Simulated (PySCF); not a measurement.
Species: [RhF6]3- (charge -3 and singlet state).
Geometry (PBE0-D3(BJ)/def2-SVP, Å), atoms numbered from 1 in this order:
```xyz
7
RhF6 angstrom
Rh    -0.0003    0.0000    0.0001
F     -0.0227   -0.0132    2.0237
F      0.0228    0.0117   -2.0235
F      2.0233    0.0081    0.0232
F     -2.0238   -0.0067   -0.0223
F     -0.0061    2.0237    0.0111
F      0.0068   -2.0236   -0.0122
```

Computed, not measured: PBE0-D3(BJ)/def2-SVP geometry optimisation, gas phase, def2 core potentials past Kr (PySCF 2.14.0).

Question: Which atoms are bound to Rh1, and at what distances?

Answer: 6 atoms: F7 2.024 Å, F3 2.024 Å, F5 2.024 Å, F4 2.024 Å, F6 2.024 Å, F2 2.024 Å.

Question: List the angles at Rh1.

Answer: 
```tsv
angle	degrees	distance of the outer atoms (Å)
F2–Rh1–F3	180.0	4.05
F4–Rh1–F5	180.0	4.05
F6–Rh1–F7	179.9	4.05
F2–Rh1–F6	90.1	2.86
F4–Rh1–F7	90.0	2.86
F5–Rh1–F6	90.0	2.86
F3–Rh1–F5	90.0	2.86
F5–Rh1–F7	90.0	2.86
F3–Rh1–F4	90.0	2.86
F2–Rh1–F5	90.0	2.86
F2–Rh1–F4	90.0	2.86
F3–Rh1–F6	90.0	2.86
F3–Rh1–F7	90.0	2.86
F2–Rh1–F7	90.0	2.86
F4–Rh1–F6	89.9	2.86
```

Question: What is the shape at Rh1?

Answer: Octahedral: the three widest angles are 180.0°, 180.0° and 179.9°, the others run from 89.9° to 90.1°.

Question: What are the rotational constants (commonest isotopes, rigid rotor)?

Answer: A = 1624, B = 1624, C = 1623 MHz: a spherical top.

Point group: Oh (every atom within 0.08 Å of its image). Charge -3, singlet. Whether so highly charged an anion holds all its electrons in the gas phase wasn't checked; a finite basis holds them in any case. No counter-ion or solvent screens the charge of this multiply charged ion. No frequency check.
